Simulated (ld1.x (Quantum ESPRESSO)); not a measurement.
# iodine (I), TM: configuration errors across variants

* Element: iodine
* Generator: ld1.x (Quantum ESPRESSO) 7.5
* Type: norm-conserving Troullier–Martins (Kleinman–Bylander form)
* Functional: PBEsol
* Relativity: fully relativistic
* Frozen core: [Kr]
* Valence charge: 17
* Reference configuration: 4d10 5s2 5p5
* Partial waves: 5s (bound): rc 1.55 bohr; 4d (bound): rc 1.15 bohr; 5p (bound): rc 2.05 bohr
* Local potential: the p channel
* Core correction: Bessel-smoothed model core, default radius (core density twice the valence density)

Open shells are filled in proportion to 2j + 1 (rel_dist='average').

All-electron excitation energies from the reference (eV): (1) 4d10 5s2 5p4 11.177; (2) 4d10 5s2 5p3 31.090; (3) 4d10 5s2 5p2 60.510; (4) 4d9 5s2 5p5 58.133; (5) 4d10 5s2 5p4.5 4.553; (6) 4d10 5s1 5p6 10.400; (7) 4d10 5s1 5p5 22.140.

A true bound ghost makes a file unfit for plane-wave use even where its test errors are small: the radial tests pick states by their node count and pass the ghost by.

The file “base” misses its own reference levels by 0.7 eV. The file “all radii but the core radius scaled by about 0.80 (s 1.24, p 1.62, d 0.92 bohr)” misses its own reference levels by 0.7 eV. The file “all radii but the core radius scaled by about 0.89 (s 1.38, p 1.84, d 1.02 bohr)” misses its own reference levels by 0.7 eV. The file “all radii but the core radius scaled by about 1.07 (s 1.66, p 2.18, d 1.22 bohr)” misses its own reference levels by 0.7 eV. The file “all radii but the core radius scaled by about 1.18 (s 1.82, p 2.42, d 1.36 bohr)” misses its own reference levels by 0.7 eV. The file “all radii but the core radius scaled by about 1.25 (s 1.94, p 2.58, d 1.44 bohr)” misses its own reference levels by 0.7 eV.

Errors AE − PS in meV (a dash: test not solved or not reliable):

| change | (1) | (2) | (3) | (4) | (5) | (6) | (7) | bound ghosts |
| --- | --- | --- | --- | --- | --- | --- | --- | --- |
| base | +22 | +52 | +97 | -435 | +10 | -24 | +3.5 | none |
| all radii but the core radius scaled by about 0.80 (s 1.24, p 1.62, d 0.92 bohr) | +53 | +126 | +217 | -228 | +24 | -72 | -8.0 | s |
| all radii but the core radius scaled by about 0.89 (s 1.38, p 1.84, d 1.02 bohr) | +26 | +65 | +125 | -315 | +12 | -28 | +5.1 | none |
| all radii but the core radius scaled by about 1.07 (s 1.66, p 2.18, d 1.22 bohr) | +22 | +53 | +99 | -424 | +10 | -23 | +5.0 | none |
| all radii but the core radius scaled by about 1.18 (s 1.82, p 2.42, d 1.36 bohr) | +23 | +60 | +115 | -273 | +11 | -19 | +12 | none |
| all radii but the core radius scaled by about 1.25 (s 1.94, p 2.58, d 1.44 bohr) | +26 | +77 | +173 | +147 | +11 | -14 | +24 | none |

Question: Give the same row for: all radii but the core radius scaled by about 1.38 (s 2.14, p 2.84, d 1.58 bohr).

Answer: +13, -8.9, -132, -692, +8.3, -15, +11; bound ghosts: s.
